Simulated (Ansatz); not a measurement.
Consider the formal hydrolysis of a C–N bond: `CNC[AsH2]` + H₂O → `OC[AsH2]` + CH₃NH₂.

Program: Ansatz. Geometries: PBE0-D4/def2-TZVP. ΔE: electronic, gas phase. CCSD(T)/CBS is the MP2 limit (def2-TZVPP, def2-QZVPP) plus CCSD(T) − MP2 in def2-TZVPP, frozen cores. This one scheme is used for every species. Functionals use def2-TZVPP. For As outer-core shells are correlated without core-valence functions, which leaves a few kJ/mol of doubt a bond. Scalar relativity is left out up to krypton. Each species was taken in one conformer, which may not be the lowest.

CCSD(T)/CBS gives +40.2 kJ/mol.

Problem. Another level gave +30.5 kJ/mol. Which?
A. HF/def2-TZVPP
B. PBE0-D4/def2-TZVPP
C. PBE0/def2-TZVPP
D. MP2/def2-TZVPP

Solution. C. PBE0 30.5, HF/def2-TZVPP 23.8, PBE0-D4 34.7, MP2/def2-TZVPP 45.3 kJ/mol.

Largest T1 diagnostic among the species: 0.011.

From PBE to PBE0 (25 % exact exchange), in def2-TZVPP and without D4, ΔE moves by +3.4 kJ/mol. In def2-TZVPP, CCSD(T) changes the Hartree–Fock value by +14.3 kJ/mol (the triples alone add +1.6 kJ/mol) and MP2 by +21.5 kJ/mol. The D4 term adds +7.2 kJ/mol with B3LYP and +4.1 kJ/mol with PBE0; it sums over pairs of atoms, weighted by their polarisabilities, and B3LYP, whose exchange is more repulsive, gets the larger term.

B3LYP here is the variant with VWN-RPA as its local correlation; programs differ in this.
